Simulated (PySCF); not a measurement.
## Spinor energies of W+ (tungsten, charge +1)

Start: [Xe] 4f14 5d5; 5d5/2 filled at m_j = -3/2, -1/2, +1/2, +3/2, +5/2. Calculated with PySCF 2.14 in x2c-SVPall-2c with one added diffuse shell each of s, d type (8s9p10d2f, 99 functions): generalised Hartree-Fock with the X2C-1e Hamiltonian and a Gaussian nucleus; one run each with spin-orbit coupling (SO) switched off, then screened by Boettger's factors. This is a chosen level, not necessarily the ground level.

```
spinor shell  electrons  ε, spin-free (eV)  ε, screened SO (eV)  weight of nominal j (screened SO)  rms radius, screened SO (bohr)
       1s1/2          2           -69900.8             -69879.5                              1.000                          0.0208
       2s1/2          2           -12210.2             -12203.5                              1.000                          0.0838
       2p1/2          2           -10683.3             -11650.1                              1.000                          0.0713
       2p3/2          4           -10683.3             -10290.9                              1.000                          0.0787
       3s1/2          2            -2877.9              -2875.6                              1.000                           0.214
       3p1/2          2            -2417.9              -2629.3                              1.000                           0.206
       3p3/2          4            -2417.9              -2330.4                              1.000                           0.221
       3d3/2          4            -1882.5              -1919.9                              1.000                           0.195
       3d5/2          6            -1882.5              -1855.5                              1.000                           0.199
       4s1/2          2            -629.62              -628.92                              1.000                           0.478
       4p1/2          2            -475.98              -525.39                              1.000                           0.487
       4p3/2          4            -475.98              -455.39                              1.000                           0.519
       4d3/2          4            -277.29              -284.92                              0.999                           0.544
       4d5/2          6            -277.29              -271.61                              1.000                           0.556
       5s1/2          2            -98.220              -98.099                              1.000                            1.16
       5p1/2          2            -57.656              -65.837                              0.912                            1.33
       5p3/2          4            -57.656              -54.024                              0.956                            1.36
       4f5/2          6            -54.399              -55.393                              0.983                           0.671
       4f7/2          8            -54.399              -53.100                              0.987                           0.671
       5d5/2          5            -15.609              -15.587                              0.524                            2.18
```

```
   quantity     spin-free   screened SO
E (hartree)  -16129.57596  -16148.48007
        M_J           5/2           5/2
       ⟨J²⟩         8.753         8.754
       ⟨L²⟩         0.000         0.196
       ⟨S²⟩         8.753         8.629
```

Each row is a mean over spinors that exchange with the open shell spreads, by up to 7.221 eV (5p3/2).

Rows whose weight is well below 1 are mixtures of j = l ± 1/2: exchange outweighs spin-orbit coupling there, and the label is only the starting occupation.

Breit and QED terms are absent; they matter most for the inner s and p1/2 levels.

Densities and radii are taken from the X2C orbitals without a picture-change correction, which distorts them close to the nucleus.

Without spin-orbit coupling the j labels of p, d and f shells carry no meaning; the spin-free column gives the mean over the occupied spinors of each nl shell.
